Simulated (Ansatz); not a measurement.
HgF, multiplicity 2 (lowest of 2S+1 = 2, 4 at CCSD(T)/def2-TZVPP on PBE0 minima; our sources give no spin for the ground state, which may be another), most abundant isotopes (201.9706 and 18.9984 u). Constants from fifth-degree fits in 1/R to seven points on the lowest solution found; no spin–orbit coupling, no relativity up to Kr; ω_e x_e and α_e move by some per cent with the fit.

Correlated levels freeze the inner cores; with def2 sets outer-core shells near the valence are correlated too. CBS(a, b) extrapolates the correlation energy as X⁻³ and adds the Hartree–Fock energy of set b.

Run with Ansatz (a program for electronic structure). Each number belongs to the level named beside it. In def2 rows elements past Kr take small-core potentials, without spin–orbit coupling.

```csv
level,r_e (Å),ω_e (cm⁻¹),ω_e x_e (cm⁻¹),α_e (cm⁻¹)
PBE/def2-TZVPP,2.0796,406.9,3.84,0.00231
"CCSD(T)/CBS(def2-TZVPP, def2-QZVPP)",2.0141,489.9,3.39,0.00197
```

**Question.** Derive the rotational constants, the centrifugal constant, the fundamental, the zero-point energy and the force constant.

**Answer.** 
μ = 17.36496 u.
- PBE/def2-TZVPP: B_e = 16.8576/(μ r_e²) = 0.22447 cm⁻¹; B₀ = B_e − α_e/2 = 0.22331 cm⁻¹; D = 4B_e³/ω_e² = 2.73e-07 cm⁻¹; fundamental ω_e − 2ω_e x_e = 399 cm⁻¹; zero-point energy ω_e/2 − ω_e x_e/4 = 203 cm⁻¹; k = μ(2πcω_e)² = 169 N/m
- CCSD(T)/CBS(def2-TZVPP, def2-QZVPP): B_e = 16.8576/(μ r_e²) = 0.23930 cm⁻¹; B₀ = B_e − α_e/2 = 0.23832 cm⁻¹; D = 4B_e³/ω_e² = 2.28e-07 cm⁻¹; fundamental ω_e − 2ω_e x_e = 483 cm⁻¹; zero-point energy ω_e/2 − ω_e x_e/4 = 244 cm⁻¹; k = μ(2πcω_e)² = 246 N/m
